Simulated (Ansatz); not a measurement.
Born–Oppenheimer molecular dynamics of ClH4InO2 (8 atoms, charge 0, multiplicity 1). It starts at the highest image of a converged band. Of that band: Beside the main top the profile has a ripple of under 15 meV (maxima at images 1, 3), which may be a very shallow well or noise. A structure lower than the first end lies on the path between it and the top, so the climb from that side starts below the end, which may itself be a saddle point or a shallow side well. Neighbouring images differ by up to 1.8 eV, so the band resolves the path poorly. A vibrational analysis at the climbing image gives one clearly imaginary mode, 1717i cm⁻¹: a first-order saddle point.

Computed with RHF/def2-SVP (Ansatz).

* ensemble: NVE (velocity Verlet)
* time step: 0.5 fs
* steps asked: 200
* starting velocities drawn for: 300 K
* seed: 6118

Frames 5 fs apart, positions in Å, forces in eV/Å.

Velocities at 40 fs (Å/ps):

```
In -1.48 5.28 -4.58
O 0.10 -6.32 15.38
H -9.88 -21.40 13.47
Cl 3.48 -6.31 3.00
O 1.52 -12.41 7.73
H -13.64 -33.09 25.85
H 9.03 37.36 40.70
H 34.85 -64.88 -31.13
```

```xyz
8
Properties=species:S:1:pos:R:3:forces:R:3 time_fs=40 energy_less_start_eV=-1.228 T=1885
In -0.045 0.240 -0.078 -0.96 1.23 -0.35
O 0.224 -0.067 2.548 4.47 -1.06 -0.84
H -0.464 -0.496 3.025 0.08 -0.54 0.51
Cl 1.972 -0.576 -1.081 -0.28 -0.46 0.34
O -1.962 -0.411 -0.420 1.48 -0.30 0.18
H -1.991 -1.092 -1.080 -0.22 0.03 0.16
H 0.071 1.993 -0.139 -0.02 -0.34 0.39
H 1.186 -0.462 2.747 -4.54 1.45 -0.40
8
Properties=species:S:1:pos:R:3:forces:R:3 time_fs=45 energy_less_start_eV=-1.267 T=1941
In -0.054 0.268 -0.101 -0.73 1.52 -0.24
O 0.246 -0.109 2.621 -5.51 3.87 -0.60
H -0.417 -0.602 3.079 -0.34 0.11 0.11
Cl 1.988 -0.609 -1.065 -0.64 -0.20 0.43
O -1.944 -0.475 -0.381 1.40 0.13 0.29
H -2.073 -1.239 -0.922 0.06 -0.01 0.05
H 0.106 2.080 0.098 -0.16 -1.24 0.02
H 0.928 -0.634 2.586 5.92 -4.18 -0.05
8
Properties=species:S:1:pos:R:3:forces:R:3 time_fs=50 energy_less_start_eV=-1.225 T=1881
In -0.064 0.299 -0.125 -0.54 -0.35 -0.16
O 0.256 -0.147 2.682 1.97 -5.32 -0.85
H -0.409 -0.680 3.157 0.53 1.27 -0.57
Cl 2.000 -0.643 -1.046 -0.87 -0.01 0.42
O -1.905 -0.539 -0.338 1.01 0.09 0.10
H -2.138 -1.367 -0.738 0.36 0.28 0.09
H 0.107 1.917 0.345 -0.06 0.24 -0.02
H 0.919 -0.953 2.464 -2.41 3.81 1.00
8
Properties=species:S:1:pos:R:3:forces:R:3 time_fs=55 energy_less_start_eV=-1.451 T=2159
In -0.074 0.329 -0.149 -0.06 -1.24 -0.14
O 0.276 -0.221 2.733 0.71 1.24 -1.13
H -0.426 -0.584 3.209 -1.19 -0.68 0.79
Cl 2.006 -0.677 -1.024 -1.07 0.23 0.38
O -1.850 -0.599 -0.293 0.67 0.52 0.13
H -2.129 -1.462 -0.548 0.35 -0.06 -0.14
H 0.094 1.799 0.594 0.00 0.84 -0.01
H 0.787 -0.930 2.409 0.60 -0.85 0.11
8
Properties=species:S:1:pos:R:3:forces:R:3 time_fs=60 energy_less_start_eV=-1.290 T=1953
In -0.086 0.357 -0.173 0.83 0.01 1.05
O 0.295 -0.290 2.775 -1.18 0.98 0.32
H -0.494 -0.527 3.285 1.29 -0.25 -0.88
Cl 2.004 -0.710 -0.999 -1.20 0.45 0.34
O -1.785 -0.653 -0.246 0.09 0.38 0.00
H -2.033 -1.551 -0.386 0.34 -0.04 -0.18
H 0.075 1.835 0.811 -0.16 -0.52 -1.03
H 0.758 -1.026 2.432 0.00 -1.00 0.38
8
Properties=species:S:1:pos:R:3:forces:R:3 time_fs=65 energy_less_start_eV=-1.086 T=1701
In -0.095 0.385 -0.195 1.43 -0.45 1.02
O 0.312 -0.345 2.811 1.34 -4.56 -1.24
H -0.480 -0.558 3.296 0.23 0.19 -0.17
Cl 1.995 -0.739 -0.973 -1.21 0.57 0.26
O -1.720 -0.703 -0.200 -0.48 -0.30 -0.12
H -1.853 -1.638 -0.264 0.28 0.27 -0.18
H 0.023 1.788 0.811 -0.07 0.06 -0.76
H 0.693 -1.303 2.568 -1.53 4.21 1.19
8
Properties=species:S:1:pos:R:3:forces:R:3 time_fs=70 energy_less_start_eV=-1.039 T=1647
In -0.101 0.411 -0.215 1.62 -1.71 0.18
O 0.334 -0.426 2.838 -1.36 6.15 -0.21
H -0.459 -0.551 3.297 -1.58 0.70 0.79
Cl 1.977 -0.765 -0.944 -1.17 0.64 0.20
O -1.660 -0.755 -0.154 -0.56 -0.32 -0.13
H -1.613 -1.696 -0.188 0.06 -0.03 -0.19
H -0.045 1.782 0.651 0.05 1.46 0.19
H 0.573 -1.250 2.787 2.95 -6.88 -0.83
8
Properties=species:S:1:pos:R:3:forces:R:3 time_fs=75 energy_less_start_eV=-1.256 T=1920
In -0.104 0.435 -0.235 1.48 -0.01 1.02
O 0.347 -0.499 2.865 -0.81 -3.01 0.89
H -0.530 -0.407 3.329 2.32 -0.67 -1.13
Cl 1.952 -0.787 -0.914 -1.07 0.69 0.19
O -1.609 -0.813 -0.111 -0.19 -0.48 -0.16
H -1.363 -1.728 -0.155 -0.21 0.15 -0.09
H -0.105 2.036 0.483 0.01 -0.44 -0.64
H 0.664 -1.480 2.936 -1.54 3.77 -0.07
8
Properties=species:S:1:pos:R:3:forces:R:3 time_fs=80 energy_less_start_eV=-1.406 T=2105
In -0.104 0.458 -0.252 0.90 0.43 0.81
O 0.357 -0.579 2.888 2.94 -1.30 -1.50
H -0.425 -0.347 3.287 -2.22 0.14 1.39
Cl 1.919 -0.803 -0.882 -0.89 0.68 0.15
O -1.560 -0.877 -0.070 0.41 -0.06 -0.19
H -1.158 -1.735 -0.144 -0.42 0.02 0.01
H -0.160 2.217 0.188 0.06 -1.22 -0.51
H 0.638 -1.472 3.137 -0.78 1.31 -0.17
8
Properties=species:S:1:pos:R:3:forces:R:3 time_fs=85 energy_less_start_eV=-1.456 T=2166
In -0.102 0.482 -0.268 0.28 -1.51 0.19
O 0.377 -0.654 2.902 -1.71 2.83 -0.55
H -0.429 -0.370 3.349 0.78 -0.06 -0.62
Cl 1.880 -0.816 -0.850 -0.58 0.57 0.11
O -1.506 -0.941 -0.032 0.58 0.80 -0.16
H -1.039 -1.756 -0.132 -0.22 -0.37 0.05
H -0.203 2.155 -0.220 0.00 0.33 0.02
H 0.544 -1.445 3.310 0.88 -2.58 0.97
8
Properties=species:S:1:pos:R:3:forces:R:3 time_fs=90 energy_less_start_eV=-1.049 T=1654
In -0.100 0.503 -0.284 -0.21 -1.98 -0.11
O 0.389 -0.719 2.913 -1.38 -2.75 3.96
H -0.412 -0.353 3.357 1.57 -0.53 -1.13
Cl 1.837 -0.824 -0.817 -0.13 0.43 0.06
O -1.442 -0.995 0.003 0.61 0.89 -0.14
H -0.989 -1.823 -0.106 -0.18 0.15 0.12
H -0.246 2.139 -0.636 -0.04 0.32 0.21
H 0.526 -1.563 3.530 -0.24 3.48 -2.96
8
Properties=species:S:1:pos:R:3:forces:R:3 time_fs=95 energy_less_start_eV=-0.853 T=1399
In -0.098 0.520 -0.299 -0.63 -0.96 -0.85
O 0.392 -0.794 2.947 2.05 2.56 -4.77
H -0.311 -0.338 3.256 -3.00 1.57 1.56
Cl 1.794 -0.830 -0.783 0.38 0.28 -0.01
O -1.371 -1.034 0.037 0.06 1.34 -0.02
H -0.965 -1.884 -0.057 0.18 0.15 0.08
H -0.295 2.174 -0.986 0.06 -0.97 0.86
H 0.571 -1.472 3.475 0.90 -3.97 3.16
```

Of the whole run (100 fs, mean temperature of the second half 1822 K): The conserved energy stayed within 1.2 meV per atom of its start (net change -0.35 meV per atom), so the integration is sound. The kinetic energy rose, since the run started high on the potential surface and went downhill. It ends in pieces (ClH2InO + H2O), so much of that is their flight and rotation, not heat. A run of 0.1 ps of so small a system gives no equilibrium averages. The orbitals stay closed-shell, which can raise the energy where a bond breaks towards radicals; this wasn't checked here.

The run took 8.4 min on 1 thread of Arm Neoverse V1, on a shared host, peak memory 0.18 GiB.
